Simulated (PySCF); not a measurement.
C2H3AlF4O, SMILES C[O][Al]([F])[C](F)(F)F. Atoms are numbered in the order given.

```xyz
11

Al     0.5232     0.0759     0.4871
C     -1.1700     0.4990    -0.4970
F     -1.8015     1.5852    -0.0243
F     -2.0484    -0.5195    -0.4310
F     -0.9377     0.7240    -1.8044
F      0.9967     1.0607     1.7320
O      1.3794    -1.2634    -0.0068
C      2.4850    -2.0892     0.1495
H      3.0753    -2.1197    -0.7818
H      3.1505    -1.7535     0.9641
H      2.1647    -3.1205     0.3746
```
Charge 0, spin multiplicity 1.

The structure is a stationary point at PBE0-D3(BJ)/def2-SVP. One conformer was computed; it need not be the lowest.

Two levels are set side by side: PBE/pcSseg-1 (PySCF) and PBE0/pcSseg-1 (PySCF). GIAO shifts against CFCl3 (¹⁹F), H2O (¹⁷O), TMS (¹H), TMS (¹³C) at the same level; non-relativistic, no solvent, atoms listed together averaged. Differences are taken from unrounded values.

```json
[
 {"quantity": "δ(¹³C) of C2 (ppm)", "PBE": "141.0"},
 {"quantity": "δ(¹⁹F) of F3, F4, F5 (ppm)", "PBE": "-79.5"},
 {"quantity": "δ(¹⁹F) of F6 (ppm)", "PBE": "-193.8"},
 {"quantity": "δ(¹⁷O) of O7 (ppm)", "PBE": "31.8"},
 {"quantity": "δ(¹³C) of C8 (ppm)", "PBE": "58.5"}
]
```

Task: These are the PBE values. What does PBE0 give? (Estimate from the structure and the level; the computed values follow.)

Result: 
```json
[
 {"quantity": "δ(¹³C) of C2 (ppm)", "PBE0": "135.9", "PBE minus PBE0": "5.1"},
 {"quantity": "δ(¹⁹F) of F3, F4, F5 (ppm)", "PBE0": "-71.1", "PBE minus PBE0": "-8.4"},
 {"quantity": "δ(¹⁹F) of F6 (ppm)", "PBE0": "-180.8", "PBE minus PBE0": "-13.0"},
 {"quantity": "δ(¹⁷O) of O7 (ppm)", "PBE0": "14.9", "PBE minus PBE0": "16.9"},
 {"quantity": "δ(¹³C) of C8 (ppm)", "PBE0": "56.6", "PBE minus PBE0": "1.8"}
]
```

Rough cost on one machine, each run with all the roots and properties that it gave: PBE0 against PBE within a factor of 2.
